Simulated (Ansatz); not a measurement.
Computed with Ansatz on PBE0-D4/def2-TZVP structures; ΔE is electronic, products minus reactants. CCSD(T)/CBS is the MP2 limit (def2-TZVPP, def2-QZVPP) plus CCSD(T) − MP2 in def2-TZVPP, frozen cores. Functionals use def2-TZVPP. B3LYP here is the variant with VWN-RPA as its local correlation; programs differ in this. For Ga, Ge outer-core shells are correlated without core-valence functions, which leaves a few kJ/mol of doubt a bond. Scalar relativity is left out up to krypton. One conformer a species, not always the lowest.

`[F][Ga]([Cl])[GeH3]` + `O[SiH2]S` → `O[SiH](S)[GeH3]` + `[F][GaH][Cl]`  (formal exchange of groups at a Ge–Ga bond)

| level | ΔE (kJ/mol) | difference from CCSD(T)/CBS |
| --- | --- | --- |
| PBE-D4 | 38.6 | -3.7 |
| r2SCAN-D4 | 39.6 | -2.7 |
| PBE0-D4 | 39.2 | -3.1 |
| B3LYP-D4 | 43.9 | 1.6 |
| ωB97X-V | 40.0 | -2.3 |
| ωB97M-V | 42.0 | -0.3 |
| B2PLYP | 46.5 | 4.2 |
| PBE | 41.4 | -0.9 |
| r2SCAN | 40.4 | -1.9 |
| PBE0 | 41.7 | -0.6 |
| B3LYP | 48.4 | 6.1 |
| HF/def2-TZVPP | 49.3 | 7.0 |
| MP2/def2-TZVPP | 44.0 | 1.7 |
| SCS-MP2/def2-TZVPP | 45.3 | 3.0 |
| CCSD/def2-TZVPP | 44.3 | 2.0 |
| CCSD(T)/def2-TZVPP | 43.1 | 0.8 |
| HF/def2-QZVPP | 48.6 | 6.3 |
| MP2/def2-QZVPP | 43.3 | 1.0 |
| SCS-MP2/def2-QZVPP | 44.3 | 2.0 |
| HF/CBS(def2) | 48.5 | 6.2 |
| MP2/CBS(def2) | 43.2 | 0.9 |
| CCSD/CBS(def2) | 43.5 | 1.2 |
| CCSD(T)/CBS | 42.3 | 0 |

Largest T1 diagnostic among the species: 0.013.

In def2-TZVPP, CCSD(T) changes the Hartree–Fock value by −6.2 kJ/mol (the triples alone add −1.2 kJ/mol) and MP2 by −5.4 kJ/mol. The D4 term adds −4.5 kJ/mol with B3LYP and −2.5 kJ/mol with PBE0; it sums over pairs of atoms, weighted by their polarisabilities, and B3LYP, whose exchange is more repulsive, gets the larger term.
